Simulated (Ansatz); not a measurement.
`C[B](C)[SnH3]` at its PBE0-D4/def2-TZVP geometry, where that method's forces vanish. The species carries charge 0 and has multiplicity 1. Sn: def2 effective core potential.

```xyz
13

C    -0.7540    0.0877   -1.5357
B    -0.2660    0.1117   -0.0573
C    -1.1462    0.7054    1.0806
Sn    1.7796   -0.7423    0.4378
H    -0.3256    0.9999   -1.9839
H    -1.8394    0.1728   -1.6469
H    -0.3835   -0.7395   -2.1443
H    -1.9454    1.3668    0.7324
H    -1.6415   -0.1699    1.5343
H    -0.5982    1.1800    1.8972
H     2.1900   -0.6226    2.0980
H     1.9023   -2.4006    0.0183
H     3.0278    0.0508   -0.4304
```

Task: What forces (eV/Å) does ωB97M-V/def2-TZVPP give on these atoms in Ansatz 0.2.0? (Estimate.)

Result: Computed: 
```
C1  -0.049  0.007 -0.107
B2   0.106 -0.049  0.030
C3  -0.078  0.050  0.081
Sn4  0.062 -0.027  0.000
H5  -0.023 -0.051  0.034
H6   0.080 -0.007  0.013
H7  -0.023  0.056  0.049
H8   0.063 -0.050  0.022
H9   0.035  0.048 -0.035
H10 -0.034 -0.036 -0.064
H11 -0.036 -0.002 -0.102
H12 -0.017  0.108  0.026
H13 -0.087 -0.046  0.054
```
